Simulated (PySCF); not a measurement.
**Working out the excitation energy of In**

In [Kr] 4d10 5s2 5p1 (2P) → In [Kr] 4d10 5s2 5d1 (2D). Calculation: PySCF 2.14, in aug-cc-pVTZ-PP with ECP28MDF; scalar relativity through the core potential. Frozen: 4s2 4p6 4d10. Energies in hartree (1 hartree = 27.21139 eV):

| part | In (lower) | In (upper) |
| --- | --- | --- |
| UHF | -189.210364 | -189.063817 |
| MP2 opposite-spin | -0.027934 | -0.026899 |
| MP2 same-spin | -0.002264 | -0.002160 |

Q: What does Hartree-Fock give?

A: (-189.063817) − (-189.210364) = 0.146547 hartree = 3.988 eV.

Q: What do MP2 and SCS-MP2 (6/5 opposite-spin, 1/3 same-spin) give?

A: The opposite-spin parts differ by 0.028 eV and the same-spin parts by 0.003 eV. MP2: 3.988 + (0.028) + (0.003) = 4.019 eV. SCS-MP2: 3.988 + 1.2 × (0.028) + (0.003)/3 = 4.023 eV.

Measured between the centres of the two terms (NIST): 3.897 eV, so MP2 (valence) is off by 0.122 eV.

What remains against the reference includes basis incompleteness, the frozen core and correlation beyond second order.
